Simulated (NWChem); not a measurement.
System: ZnCl cation; SMILES [Cl][Zn+]

Here is an NWChem input.

```
start job
memory heap 200 mb stack 900 mb global 1100 mb
charge 1
geometry units angstroms noautoz
  Zn     0.000000     0.000000    -0.754917
  Cl     0.000000     0.000000     1.314951
end
basis spherical
  * library def2-svp
end
dft
  xc r2scan0
  iterations 150
  mulliken
end
task dft energy
```

Structure relaxed at the PBE0/def2-SVP level.

**Question.** Predict the main results of this run. (r2SCAN0/def2-SVP.) Quantities: energy (Ha); highest occupied level (eV); orbital gap (eV).

**Answer.** The energy (Ha) comes out as -2238.81 and the highest occupied level (eV) is -14.93. The orbital gap (eV) is 4.20.
